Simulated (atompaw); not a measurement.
# titanium: one change to a PAW (atompaw) potential, before and after

```
Element                 : Ti
Generator               : atompaw 4.2.0.5
Type                    : PAW
Functional              : PBE
Relativity              : scalar-relativistic
Frozen core             : [Ne]
Valence charge          : 12
Reference configuration : 3s2 3p6 3d2 4s1.75 4p0 (charge +0.25)
Partial waves           : 3s (bound): rc 1.40 bohr; 4s (bound): rc 1.80 bohr; 3p (bound): rc 1.80 bohr; 4p (bound, empty): rc 1.80 bohr; 3d (bound): rc 1.80 bohr; 3d channel at 0.4 Ry: rc 1.80 bohr
Local potential         : troulliermartins scheme with l = 3 at 0 Ry, radius 1.30 bohr
Core correction         : smooth core density matched at 1.55 bohr
Augmentation charge     : besselshape compensation charge, radius 1.70 bohr; PAW radius 1.80 bohr; waves and projectors: custom polynom2 7 10 vanderbiltortho
```

Change: wave 3d (bound): rc 1.80 bohr becomes 3d (bound): rc 1.78 bohr.

Cutoffs: the cutoffs (Ry, on a coarse ladder) from which the occupation-weighted sum of valence levels, in a spherical-Bessel basis at the reference potential, stays within 10 and 1 mRy of its value at 400 Ry; they do not see the model core or the augmentation charge, which bear on the density cutoff.

Problem. What does the change do?

Solution. The potential gets harder (25 Ry and 60 Ry → 25 Ry and 70 Ry); neither file shows a bound ghost.

| quantity | base | changed |
| --- | --- | --- |
| cutoff, loose | 25 Ry | 25 Ry |
| cutoff, tight | 60 Ry | 70 Ry |
| bound ghosts | none | none |
| s: phases at 1.80 bohr within 0.05 rad from the reference energy up to (Ry; the scan ends near 5) | 2.1 | 2.1 |
| p: phases at 1.80 bohr within 0.05 rad from the reference energy up to (Ry; the scan ends near 5) | to the end of the scan | to the end of the scan |
| d: phases at 1.80 bohr within 0.05 rad from the reference energy up to (Ry; the scan ends near 5) | 4.4 | to the end of the scan |
| lowest overlap eigenvalue by channel | s 0.78, p 0.88, d 0.93 | s 0.78, p 0.88, d 0.91 |

 The cutoffs see the waves, projectors and local potential, not the compensation charge or the core.
